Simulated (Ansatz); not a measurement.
`[SiH3][GeH2][CH2]S` + H₂ → `[SiH3][GeH3]` + CH₃SH at 600 K and 1 bar (hydrogenolysis of a Ge–C bond).

Computed with Ansatz on PBE0-D4/def2-TZVP structures; ΔE is electronic, products minus reactants. CBS: MP2 limit from def2 TZ/QZ plus the TZ coupled-cluster correction, frozen cores. This one scheme is used for every species. For Ge outer-core shells are correlated without core-valence functions, which leaves a few kJ/mol of doubt a bond. Scalar relativity is left out up to krypton. One conformer a species, not always the lowest.

```
             species  CCSD(T)/CBS energy (Eh)  H − E (kJ/mol)  S (J/(mol·K))
`[SiH3][GeH2][CH2]S`              -2805.82258           275.6          491.2
                  H₂                 -1.17544            43.9          150.8
      `[SiH3][GeH3]`              -2368.78170           172.3          364.0
               CH₃SH               -438.22835           152.3          296.8
```

H − E and S are ideal-gas, rigid-rotor, harmonic terms from PBE0-D4/def2-TZVP, for one conformer and one mirror image of each species. The MP2-based limit puts H₂ 0.8 mEh under its directly extrapolated value; such offsets cancel only in part. 1 Eh = 2625.50 kJ/mol, R = 8.31446 J/(mol·K).

Question: By hand: ΔE, ΔH, ΔS and ΔG.

Answer: ΔE = (-2368.78170) + (-438.22835) − (-2805.82258) − (-1.17544) = -0.01203 Eh = -31.6 kJ/mol. Δ(H − E) = 172.3 + 152.3 − 275.6 − 43.9 = 5.1, so ΔH = -26.5 kJ/mol. ΔS = 364.0 + 296.8 − 491.2 − 150.8 = 18.8 J/(mol·K). ΔG = -26.5 − 600 × (18.8)/1000 = -37.8 kJ/mol.

Question: By hand: the equilibrium constant, and the temperature at which ΔG would vanish if ΔH and ΔS stayed fixed.

Answer: log₁₀ K = −ΔG/(RT ln 10) = 3.3. ΔH and −TΔS have one sign here, so there is no such temperature.

TΔS isn't small against ΔH here. A doubt of 5 kJ/mol in ΔE shifts log₁₀ K by 0.4 here. Other conformers and mirror images would add mixing entropy, several J/(mol·K) or more a flexible species. Modes under 60 cm⁻¹, often nearly free rotors, make the harmonic entropy too high. These are equilibria of isolated gas molecules and say nothing of rates. Largest T1 diagnostic: 0.012 (customary marks: 0.02 for closed shells, 0.045 for open ones).
